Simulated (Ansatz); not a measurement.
Relaxation of CH6NOSi (10 atoms, charge 1, multiplicity 1), to a largest force component of 0.015 eV/Å in at most 40 steps.

The calculation used Ansatz 0.2.0, RKS PBE-D4/def2-SVP.

```xyz
10
Properties=species:S:1:pos:R:3:forces:R:3
N -0.324 1.564 0.089 0.39 0.77 -0.26
C -0.820 0.448 0.431 0.07 -1.40 -0.26
Si 0.084 -1.222 0.018 -0.48 0.34 0.17
O 0.230 -1.718 1.545 -0.14 0.25 1.06
H 0.567 1.571 -0.410 0.48 0.32 -0.28
H -0.755 2.469 0.277 -0.22 0.53 0.13
H -1.768 0.458 0.959 -0.69 0.09 0.45
H 1.332 -0.819 -0.606 0.68 0.27 -0.59
H -0.871 -1.976 -0.774 -0.45 -0.39 -0.70
H 0.622 -2.535 1.850 0.35 -0.79 0.28
```

Problem. Where does it end, and by what steps?

Solution. It converged. Limits of this set-up: the dipole of an ion depends on the origin. After 23 steps the energy has fallen by 0.169 eV; H5 moved furthest, 0.46 Å.

```
step  energy less start (eV)  largest force component (eV/Å)  accepted
   0                  0.0000                           1.397       yes
   1                 -0.1310                           0.544       yes
   2                 -0.1469                           0.276       yes
   3                 -0.1541                           0.225       yes
   4                 -0.1607                           0.122       yes
   5                 -0.1579                           0.468        no
   6                 -0.1646                           0.055       yes
   7                 -0.1658                           0.110       yes
   8                 -0.1650                           0.192        no
   9                 -0.1663                           0.063       yes
  10                 -0.1672                           0.038       yes
  11                 -0.1671                           0.082        no
  12                 -0.1676                           0.026       yes
  13                 -0.1677                           0.024       yes
  14                 -0.1678                           0.029       yes
  15                 -0.1680                           0.037       yes
  16                 -0.1682                           0.038       yes
  17                 -0.1683                           0.066       yes
  18                 -0.1684                           0.084       yes
  19                 -0.1686                           0.058       yes
  20                 -0.1687                           0.019       yes
  21                 -0.1687                           0.019       yes
  22                 -0.1687                           0.016       yes
  23                 -0.1688                           0.012       yes
```

```xyz
10
Properties=species:S:1:pos:R:3
N -0.417 1.617 -0.048
C -0.677 0.486 0.521
Si 0.165 -1.217 0.119
O 0.109 -1.887 1.627
H 0.317 1.710 -0.770
H -0.918 2.489 0.187
H -1.473 0.517 1.293
H 1.517 -0.872 -0.429
H -0.743 -1.805 -0.921
H 0.416 -2.796 1.800
```

Time of the run: 63 s on 1 thread of Arm Neoverse V2, on a shared host, peak memory 0.14 GiB.
